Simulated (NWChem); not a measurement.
**Lowest excitation of H$_{2}$GeO**

```xyz
4

Ge     0.2474     0.3120     0.0000
H      1.4793    -0.7714     0.0000
O     -1.0813    -0.9217     0.0000
H     -0.7446    -1.8380     0.0000
```
Charge 0, spin multiplicity 1.

Everything below was run with NWChem. The geometry was optimised at PBE/def2-SVP, a minimum by its harmonic frequencies. It is one conformer; others weren't searched.

Basis set: def2-SVPD. CR-EOMCCSD(T) is the triples correction to the same EOM-CCSD root.

| method | lowest vertical singlet excitation energy (eV) | difference from EOM-CCSD |
|---|---|---|
| EOM-CCSD | 3.45 | 0.00 |
| TDA-PBE0 | 3.40 | -0.05 |
| CR-EOMCCSD(T) | 3.33 | -0.11 |
| CIS | 3.58 | +0.14 |
| TD-B3LYP | 3.28 | -0.16 |
| TD-PBE | 3.21 | -0.24 |

The values span 0.37 eV, from TD-PBE (lowest) to CIS (highest). 

The Hamiltonian is non-relativistic. The correlated methods keep 10 core orbitals frozen. B3LYP has NWChem's definition, with VWN1-RPA local correlation. The structure started from a generated list of species. Coupled-cluster values serve here as a point of comparison, not as the truth.
